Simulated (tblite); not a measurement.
C₇H₁₄NOP.
SMILES with atom numbers: `[CH3:1][P:2]([CH2:3][CH2:4][C:5]#[N:6])[CH2:7][CH2:8][CH2:9][OH:10]` (hydrogens: H11, H12, H13 on C1; H14, H15 on C3; H16, H17 on C4; H18, H19 on C7; H20, H21 on C8; H22, H23 on C9; H24 on O10)

Cartesian coordinates in Å at the GFN2-xTB level; atoms count from 1:
```
atom  x, y, z in Å
C1     0.628   -1.874   -0.296
P2     0.534   -0.604    1.050
C3     1.866    0.553    0.428
C4     3.262    0.040    0.796
C5     4.266    0.977    0.366
N6     5.039    1.740    0.009
C7    -0.897    0.395    0.403
C8    -2.236   -0.298    0.629
C9    -3.393    0.562    0.129
O10   -3.282    0.699   -1.273
H11    0.570   -1.411   -1.281
H12    1.557   -2.434   -0.206
H13   -0.195   -2.576   -0.176
H14    1.704    1.525    0.902
H15    1.779    0.682   -0.654
H16    3.341   -0.091    1.879
H17    3.459   -0.924    0.318
H18   -0.890    1.348    0.941
H19   -0.763    0.600   -0.662
H20   -2.379   -0.503    1.691
H21   -2.259   -1.245    0.087
H22   -4.347    0.081    0.392
H23   -3.358    1.549    0.615
H24   -4.017    1.229   -1.598
```

Calculated harmonic vibrations of the isolated species, GFN2-xTB (tblite), most abundant isotopes, no scaling. Against measured fundamentals such values can be off by several per cent, at times by over 20. One conformer, not necessarily the lowest.

Harmonic wavenumbers (cm⁻¹): 32.0, 46.5, 51.4, 65.0, 71.4, 115.7, 158.0, 177.5, 217.4, 238.0, 264.8, 298.9, 308.1, 320.2, 385.7, 463.0, 510.7, 698.0, 730.3, 736.3, 755.5, 778.7, 849.1, 860.1, 916.6, 925.8, 946.7, 984.2, 1017.9, 1056.7, 1083.9, 1089.9, 1091.7, 1141.5, 1190.3, 1204.1, 1224.8, 1230.2, 1253.8, 1272.1, 1295.6, 1320.4, 1338.9, 1372.5, 1425.0, 1432.4, 1443.3, 1446.1, 1464.6, 1467.0, 1488.8, 2411.1, 2856.3, 2887.4, 2934.9, 2940.7, 2947.2, 2951.0, 2958.7, 2964.1, 2980.1, 2988.7, 2996.0, 3010.3, 3023.4, 3570.0.

A = 2350, B = 396.7, C = 369.9 MHz; mass 159.081 u (most abundant isotopes); point group C1, symmetry number 1.

Problem. What is the zero-point energy?

Solution. Half the sum of the wavenumbers: 43338 cm⁻¹ = 518.45 kJ/mol.

Problem. Entropy at 400 K, 1 bar (ideal gas, RRHO, classical rotation)?

Solution. Translation 178.19, rotation 134.25, vibration 253.17: S = 565.6 J/(mol K).

Problem. And Cp and H(400 K) − H(0)?

Solution. Cp = 254.29 J/(mol K), of which vibrations give 221.03 (their classical limit is 66 R = 548.8); H(400 K) − H(0) = 61.45 kJ/mol without the zero-point energy, 48.14 from vibrations.

Problem. What must be added to the electronic energy to get the Gibbs energy at 400 K and 1 bar?

Solution. ZPE + [H(400 K) − H(0)] − T·S = 518.45 + 61.45 − 226.24 = 353.66 kJ/mol.

Problem. How do the functions run with temperature in this model?

Solution. 
```csv
T (K),S (J/(mol K)),Cp (J/(mol K)),H − H(0) (kJ/mol),G − H(0) (kJ/mol),ln q(vib)
50,275.1,75.6,2.66,-11.10,1.43
100,337.8,107.8,7.27,-26.51,3.85
298.15,498.6,203.6,38.10,-110.56,12.20
373.15,548.4,241.3,54.79,-149.84,15.00
500,627.2,298.1,89.13,-224.47,19.52
750,764.5,378.8,174.47,-398.91,27.88
1000,881.3,432.6,276.32,-605.02,35.52
```

q(vib) and H(0) count from the zero-point level.

Problem. Which modes carry the vibrational entropy at 400 K?

Solution. 32.0 cm⁻¹: 26.29; 46.5 cm⁻¹: 23.19; 51.4 cm⁻¹: 22.36; 65.0 cm⁻¹: 20.42; 71.4 cm⁻¹: 19.64; 115.7 cm⁻¹: 15.66 J/(mol K); the other 60 give 125.60 together.

Hindered rotation and anharmonicity are outside this model. Other conformers, if any are populated, would add a mixing term that is left out. The structure is chiral; the term R ln 2 for an equal mix with its mirror image is left out.

Hardware: an Arm Neoverse V2 with one thread, on a shared host. The figure is for the frequency step alone.
